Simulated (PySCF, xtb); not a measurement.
H₃OSi, SMILES [OH+]=[SiH2], charge +1.

GFN2-xTB run with xtb at its own geometry gives an orbital gap of 4.52 eV.

Geometry optimised at r2SCAN-D4/def2-TZVP. The isomer is the one that the SMILES or the coordinates give; other isomers of the formula were not compared.

Task: What does PBE/def2-TZVPD (PySCF) give? (The exact figures need the calculation; the answer reports its results.)

Result: gap 5.42 eV (levels -15.25 and -9.83 eV).
